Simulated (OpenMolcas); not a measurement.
# Ionisation energies of cadmium

```json
{
 "Program": "OpenMolcas",
 "Basis": "ANO-RCC-VDZP [6s5p3d1f]",
 "Scalar Hamiltonian": "DKH2, point nucleus",
 "Spin-orbit coupling": "state interaction with AMFI integrals over the reference wave functions, term energies averaged over their components"
}
```

Active shells in each charge state: the valence s, p shells, with orbitals averaged over the low states. Where CASPT2's correlated closed shells are named, they are those of the first ion.

A. CASSCF
B. SS-CASPT2, IPEA 0.25 Eh, imaginary shift 0.1 Eh (closed shells correlated: 4d)
C. SS-CASPT2, IPEA 0.25 Eh, imaginary shift 0.1 Eh (closed shells correlated: 4s 4p 4d)
D. SS-CASPT2, IPEA 0.25 Eh, imaginary shift 0.1 Eh (closed shells correlated: none)
E. SS-CASPT2, IPEA 0 Eh, imaginary shift 0.1 Eh (closed shells correlated: 4d)

Energies in eV between the lowest computed levels, named as in B; reference values from the NIST Atomic Spectra Database with their kind.

```json
{"From": "Cd 5s2 1S0", "To": "Cd+ 5s 2S 1/2", "A": "8.100", "B": "8.600", "C": "8.643", "D": "8.130", "E": "8.596", "Spin-orbit share in B": "+0.000", "Reference": "8.994 (measured)"}
{"From": "Cd+ 5s 2S 1/2", "To": "Cd2+ 4d10 1S0", "A": "15.638", "B": "16.605", "C": "16.684", "D": "15.638", "E": "16.651", "Spin-orbit share in B": "+0.000", "Reference": "16.908 (measured)"}
```

Error against the reference values, in %:

```csv
From,Reference,A,B,C,D,E
Cd,measured,-9.9,-4.4,-3.9,-9.6,-4.4
Cd+,measured,-7.5,-1.8,-1.3,-7.5,-1.5
```

Mean absolute error over the 2 measured values: A 1.08 eV, B 0.35 eV, C 0.29 eV, D 1.07 eV, E 0.33 eV. C lies closest.
